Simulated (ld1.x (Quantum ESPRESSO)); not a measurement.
## Cutoff test, Ga, TM

ld1.x (Quantum ESPRESSO) 7.5 input, shortened:

```
&input
   title='Ga', zed=31., rel=1, dft='PZ', iswitch=3,
   config='[Ar] 3d10 4s2 4p1 4d-2'
 /
 &inputp
   pseudotype=2, tm=.true., lloc=1,
   nlcc=.true.
 /
3
4S  1  0   2.00   0.00  1.90  1.90  0.0
4D  3  2  -2.00  -0.05  1.75  1.75  0.0
4P  2  1   1.00   0.00  2.25  2.25  0.0
 &test
   configts(1)='4s2 4p1'
 /
```

The pseudo-atom Hamiltonian at the reference potential is diagonalised in spherical Bessel functions j_l(qr) that vanish at 20 bohr, with q² up to the cutoff. All-electron valence levels (Ry): 4s -0.6743, 4p -0.2013.

Question: How do the lowest levels (Ry) of each channel move with the cutoff, and are there ghosts?

Answer:

| cutoff (Ry) | s #1 | s #2 | s #3 | d #1 | p #1 | p #2 | f #1 | Σ f·Δε (mRy) |
| --- | --- | --- | --- | --- | --- | --- | --- | --- |
| 8 | -25.0946 | -0.6431 | -0.0224 | 0.0505 | -0.1986 | 0.0276 | 0.1046 | 65.0 |
| 10 | -31.2760 | -0.6613 | -0.0244 | 0.0505 | -0.1993 | 0.0275 | 0.1046 | 27.9 |
| 12 | -35.5099 | -0.6682 | -0.0252 | 0.0505 | -0.2002 | 0.0274 | 0.1046 | 13.2 |
| 15 | -37.5516 | -0.6699 | -0.0254 | 0.0505 | -0.2010 | 0.0273 | 0.1046 | 9.0 |
| 18 | -38.0548 | -0.6701 | -0.0255 | 0.0505 | -0.2011 | 0.0273 | 0.1046 | 8.5 |
| 21 | -38.2152 | -0.6706 | -0.0255 | 0.0505 | -0.2012 | 0.0273 | 0.1046 | 7.4 |
| 25 | -39.0112 | -0.6717 | -0.0256 | 0.0505 | -0.2012 | 0.0273 | 0.1046 | 5.4 |
| 30 | -41.2418 | -0.6732 | -0.0258 | 0.0505 | -0.2012 | 0.0273 | 0.1046 | 2.3 |
| 35 | -43.3256 | -0.6740 | -0.0259 | 0.0505 | -0.2012 | 0.0273 | 0.1046 | 0.7 |
| 40 | -44.2215 | -0.6742 | -0.0259 | 0.0505 | -0.2013 | 0.0273 | 0.1046 | 0.3 |
| 45 | -44.3190 | -0.6742 | -0.0259 | 0.0505 | -0.2013 | 0.0273 | 0.1046 | 0.3 |
| 400 | -44.9685 | -0.6743 | -0.0259 | -1.4054 | -0.2013 | 0.0273 | 0.1046 | 0.0 |

Result: ghost states, extra bound levels that the all-electron valence spectrum of the same l lacks: s at -611.8 eV, d at -19.1 eV (a true bound ghost makes a file unfit for plane-wave use); 10 mRy is reached at 15 Ry and 1 mRy at 35 Ry.
